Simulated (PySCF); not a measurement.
Work out the structure from these simulated measurements.

Formula: C4H16N2OSi2.

- NMR, other nuclei: isotropic shieldings of nuclei other than C and H, by class: 195 (1 N), 235 (1 N), 285 (1 O), 385 (1 Si), 398 (1 Si) ppm [GIAO PBE0/pcSseg-1]
- Dipole: 0.20 D [PBE0/pcSseg-1]
- Rotational structure: rotational constants A, B, C: 1.200, 0.800, 0.635 GHz [GFN2-xTB]
- 13C NMR: chemical shifts (computed TMS as zero) by class: 45.6 (1 C), 30.8 (1 C), 29.7 (1 C), -0.7 (1 C) ppm [GIAO PBE0/pcSseg-1]
- 1H NMR: chemical shifts (computed TMS as zero) by class: 5.21 (3 H), 2.99 (1 H), 1.13 (3 H), 1.07 (3 H), 0.53 (2 H), 0.24 (1 H), 0.00 (3 H) ppm [GIAO PBE0/pcSseg-1]

Gas-phase values; electronic properties from PySCF, density fitting. Levels stand in brackets. Isolated species at its GFN2-xTB geometry (one conformer only). GFN2-xTB frequencies show an imaginary mode (31i cm⁻¹), so this geometry is no minimum at that level. Each NMR value is the plain mean over a class of atoms that symmetry, rotation or inversion makes alike.

**Question.** What is the compound? Reason from the data.

**Answer.** Numbering: `[CH3:1][CH:2]([CH3:3])[NH:4][Si@@:5]([CH3:6])([NH2:7])[O:8][SiH3:9]`. Its formula, C4H16N2OSi2, gives 0 degrees of unsaturation, so no ring and no π bond. 4 carbons fall into 4 classes; from least to most shielded: sp3 carbon bound to nitrogen [C2] (45.6 ppm), methyl carbon [C3] (30.8 ppm), methyl carbon [C1] (29.7 ppm), Si-methyl carbon [C6] (-0.7 ppm). Hydrogen classes from least to most shielded: 3 H on an oxygen-bound silicon, Si9 (5.21 ppm), 1 H on an sp3 carbon bound to nitrogen, C2 (2.99 ppm), 3 H on a methyl carbon, C1 (1.13 ppm, a mean of values up to 0.6 ppm apart in this geometry), 3 H on a methyl carbon, C3 (1.07 ppm), 2 H on a silicon-bound nitrogen, N7 (0.53 ppm), 1 H on a silicon-bound nitrogen, N4 (0.24 ppm), 3 H on an Si-methyl carbon, C6 (0.00 ppm). The other shieldings belong to: 195 ppm, silicon-bound nitrogen [N4]; 235 ppm, silicon-bound nitrogen [N7]; 285 ppm, siloxane oxygen [O8]; 385 ppm, oxygen-bound silicon [Si5]; 398 ppm, oxygen-bound silicon [Si9]. The optimised geometry has point group C1 and is an asymmetric top. Structure: `CC(C)N[Si@@](C)(N)O[SiH3]`. Computed isomers that give other values at the same levels: `CC(C)O[Si@H](C)[SiH](N)N` (13C chemical shifts (computed TMS as zero) by class: 68.5 (1 C), 28.2 (1 C), 24.9 (1 C), -2.3 (1 C) ppm); `C[Si@](N)(O)NCCC[SiH3]` (13C chemical shifts (computed TMS as zero) by class: 49.1 (1 C), 37.1 (1 C), 9.4 (1 C), -0.1 (1 C) ppm); `CN[C@@H](C)[Si@H](NC)O[SiH3]` (13C chemical shifts (computed TMS as zero) by class: 46.7 (1 C), 37.5 (1 C), 29.3 (1 C), 13.9 (1 C) ppm). The assignments are read from this structure; whether some other isomer fits the data as well wasn't checked. The mirror image fits equally.

Shape of the structure used: `[CH3:1][CH:2]([CH3:3])[NH:4][Si@@:5]([CH3:6])([NH2:7])[O:8][SiH3:9]`: C1–C2–N4–Si5 147°, C2–N4–Si5–C6 72°, H–N7–Si5–N4 -170°, H–N7–Si5–N4 55°.
